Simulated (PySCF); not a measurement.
CHCl₂, SMILES Cl[CH]Cl, multiplicity 2. Atoms are numbered in the order given.

```xyz
4

Cl    -0.0084     0.1706    -1.4677
C      0.0874    -0.6812     0.0000
Cl    -0.0084     0.1706     1.4677
H     -0.2374    -1.7117     0.0000
```
Charge 0, spin multiplicity 2.

Geometry: r2SCAN-D4/def2-TZVP. The isomer is the one that the SMILES or the coordinates give; other isomers of the formula were not compared.

Two levels are set side by side: PBE/pcH-1 (PySCF) and PBE0/pcH-1 (PySCF). Contact hyperfine couplings, same geometry. Differences are taken from unrounded values.

| quantity | PBE0 | PBE | PBE minus PBE0 |
|---|---|---|---|
| A(iso) of 35Cl, atom Cl1 (MHz) | 9.1 | 4.9 | -4.2 |
| A(iso) of 13C, atom C2 (MHz) | 207.8 | 175.8 | -32.0 |
| A(iso) of 35Cl, atom Cl3 (MHz) | 9.1 | 4.9 | -4.2 |
| A(iso) of 1H, atom H4 (MHz) | -48.1 | -36.1 | 12.0 |

Rough cost on one machine, each run with all the roots and properties that it gave: PBE0 against PBE within a factor of 2.
